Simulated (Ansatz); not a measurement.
Potential energy curve for OBe, singlet.

Computed with full CI/cc-pVDZ, frozen core (Ansatz, a first-principles code).

Problem. Relative to R = 1.34 Å, what are the energies at R = 1.17, 1.26, 1.47, 1.69 Å?

Solution. 27.9 kcal/mol at 1.17 Å, 6.7 kcal/mol at 1.26 Å, 3.3 kcal/mol at 1.47 Å, 25.9 kcal/mol at 1.69 Å.

The scan ran from 1.17 to 5.46 Å; beyond the distances shown full CI changes its symmetry label. Also computed but left out beside FCI, since their determinant holds another spin at the minimum (<S²> over 0.7 above the pure value): UHF, UMP2, UCCSD, UCCSD(T), UCCSDT, UCCSDT(Q), UHF/6-31G*.
